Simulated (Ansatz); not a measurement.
Start from `O[SiH2]C[TeH]` and change one atom or group to get `[SiH3][SiH2]C[TeH]`.

Ansatz, PBE0-D4/def2-TZVP geometries, multiplicity 1. Each molecule was computed in one conformer, which needn't be the lowest.

Elements past krypton have def2 core potentials.  Spin–orbit coupling is left out; it splits and shifts lone-pair levels of the heavy atoms by tenths of an eV.

| property | `O[SiH2]C[TeH]` |
| --- | --- |
| LUMO energy (ωB97M-V/def2-TZVPP) / eV | 0.81 |
| LUMO energy (PBE0/def2-TZVPP) / eV | -0.98 |
| HOMO energy (ωB97M-V/def2-TZVPP) / eV | -8.56 |
| size of the dipole moment (PBE/def2-TZVPP) / D | 1.34 |
| HOMO–LUMO gap (B3LYP/def2-TZVPP) / eV | 5.04 |
| HOMO–LUMO gap (PBE0/def2-TZVPP) / eV | 5.48 |

(1) Give the same properties after the change, and the shifts. (Estimate.)

Answers

(1) Ansatz gave: 
```
                                      property  `[SiH3][SiH2]C[TeH]`  shift
         LUMO energy (ωB97M-V/def2-TZVPP) / eV                  0.80  -0.01
            LUMO energy (PBE0/def2-TZVPP) / eV                 -0.96   0.02
         HOMO energy (ωB97M-V/def2-TZVPP) / eV                 -8.40   0.16
size of the dipole moment (PBE/def2-TZVPP) / D                  0.89  -0.45
         HOMO–LUMO gap (B3LYP/def2-TZVPP) / eV                  4.90  -0.14
          HOMO–LUMO gap (PBE0/def2-TZVPP) / eV                  5.33  -0.15
```

Dipoles are sizes alone; their direction can turn.

B3LYP here is the variant with VWN-RPA as its local correlation; programs differ in this.
